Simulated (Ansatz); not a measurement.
System: sum formula H8Si3O4 (charge 0, singlet). SMILES: O[Si](O)(O[SiH3])O[SiH3]
Coordinates optimised at B3LYP-D3(BJ)/def2-TZVP (Ansatz, an electronic-structure program):
```xyz
15

O     -0.7783    -1.9562     0.1657
Si    -0.0314    -0.6067    -0.3757
O      0.6370    -0.7764    -1.8578
O     -1.1750     0.5391    -0.4119
Si    -2.4847     1.1025     0.4054
O      1.1916    -0.2169     0.6115
Si     2.5760     0.6652     0.6892
H     -0.2366    -2.7183     0.3835
H      0.0507    -0.8790    -2.6110
H     -3.6821     0.3091     0.0511
H     -2.2547     1.0251     1.8658
H     -2.6913     2.5119     0.0092
H      3.6933    -0.0921     0.0833
H      2.8687     0.9200     2.1158
H      2.4087     1.9529    -0.0218
```

Quantity: vertical ionisation energy (to the doublet state of charge +1; each state is the SCF solution reached for its spin; for the doublet the Hartree-Fock reference is unstable and T1 is 0.035), in eV. Cores are frozen in the correlated levels unless marked. UHF or UKS for open shells. No spin-orbit coupling. Non-relativistic.  The program attaches cautions to a run behind CCSD/aug-cc-pV(D+d)Z: other roots. The program attaches cautions to a run behind CCSD(T)/aug-cc-pV(D+d)Z: other roots.

| level | program | vertical ionisation energy (eV) |
|---|---|---|
| HF/aug-cc-pV(T+d)Z | Ansatz | 10.80 |
| SVWN5/def2-TZVPD | Ansatz | 9.85 |
| PBE/def2-TZVPD | Ansatz | 9.74 |
| r2SCAN/def2-TZVPD | Ansatz | 10.04 |
| B3LYP/def2-TZVPD | Ansatz | 10.44 |
| PBE0/def2-TZVPD | Ansatz | 10.51 |
| BHLYP/def2-TZVPD | Ansatz | 11.13 |
| CAM-B3LYP/def2-TZVPD | Ansatz | 10.99 |
| wB97M-V/def2-TZVPD | Ansatz | 11.14 |
| wB97X-V/def2-TZVPD | Ansatz | 11.21 |
| B2PLYP/def2-TZVPD | Ansatz | 10.82 |
| RI-MP2/aug-cc-pV(T+d)Z | Ansatz | 12.36 |
| CCSD/aug-cc-pV(D+d)Z | Ansatz | 11.41 |
| CCSD(T)/aug-cc-pV(D+d)Z | Ansatz | 11.26 |
